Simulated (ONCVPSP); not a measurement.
## What one change does to a pseudopotential (copper, ONCV)

ONCVPSP 4.0.1 input, shortened (lines: element, Z, core and valence counts, functional; n l f; lmax; l rc ep ncon nbas qcut; lloc lpopt rc5 dvloc0; l nproj debl; icmod fcfact rcfact), PBE, fully relativistic:

```
  Cu 29.00    3    4        4      upf
    1    0    2.00
    2    0    2.00
    2    1    6.00
    3    0    2.00
    3    1    6.00
    3    2   10.00
    4    0    1.00
    2
    0    1.45    0.00    4    8    7.50
    1    1.10    0.00    4    9   14.70
    2    1.15    0.00    5   10   15.70
    4    5    0.75    0.00
    0    2    0.30
    1    1    3.00
    2    2    1.10
    0    0.00    0.00
```

Open shells are filled in proportion to 2j + 1.

All-electron outer shells of the reference configuration (PBE, scalar-relativistic, ld1.x):

```
shell  level (eV)  outermost node (bohr)  outermost maximum (bohr)
   2p     -916.98                      –                      0.16
   3s     -114.70                   0.29                      0.61
   3p      -72.14                   0.26                      0.62
   3d       -5.04                      –                      0.60
   4s       -4.61                   0.89                      2.27
```

Change: all radii scaled by about 1.11 (s 1.62, p 1.22, d 1.28 bohr); local potential polynomial inside 0.84 bohr (lpopt 5, dvloc0 0 Ha).

Cutoffs: the cutoffs (Ha) at which the residual kinetic energy of the hardest occupied pseudo-wave falls to 1 and 0.1 mHa per electron; they do not see the model core or the augmentation charge, which bear on the density cutoff. Errors are all-electron minus pseudo energies relative to the spin-unpolarised reference configuration.

Task: How do hardness, ghosts and transferability respond?

Result: The potential gets softer (90 Ha and 102 Ha → 79 Ha and 89 Ha); of the 3 tests that both files solve, the error grows in 1 and shrinks in 0 by more than 15 % and 0.3 meV (median size 3.6 → 4.1 meV); neither file shows a bound ghost. A larger radius leaves more room for a smooth pseudo-wave, so fewer plane waves are needed.

```csv
quantity,base,changed
"cutoff, loose",90 Ha,79 Ha
"cutoff, tight",102 Ha,89 Ha
loose cutoff by channel,"s 18 Ha, p 49 Ha, d 90 Ha","s 18 Ha, p 51 Ha, d 79 Ha"
bound ghosts,none,none
GHOST(+) flags under 300 eV,none,none
tests with a reliable result,3 of 4,3 of 4
"error for 3s2 3p6 3d10 4s0, meV [ΔE 8.15 eV]",+3.6,+4.1
"error for 3s2 3p6 3d9 4s0, meV [ΔE 29.48 eV]",+2.7,+2.9
"error for 3s2 3p6 3d9 4s1, meV [ΔE 11.58 eV]",+3.8,+5.2
```
